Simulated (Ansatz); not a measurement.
```xyz
4

S     0.0025    0.0070    0.0067
O     1.4512    0.0009   -0.0021
O    -0.7156    1.2416    0.0052
O    -0.7111   -1.2458    0.0006
```

Basis set: cc-pVDZ (spherical functions). Left uncorrelated: 8 orbitals. Charge 0, multiplicity 1.

Computed with Ansatz (development build ahead of 0.2.0); each method stands on the lowest determinant of its kind that the runs found. Restricted open shells among the atoms or ions are ROHF, correlated in semicanonical orbitals with singles.

The atomization energy at this shape (free ground-state atoms in the same class of orbitals less the molecule, no zero-point energy) of singlet SO3:

| method | atomization energy |
| --- | --- |
| RHF | 3.66 eV |

(1) What does RHF-MP2 give?

Results:

(1) 11.77 eV.
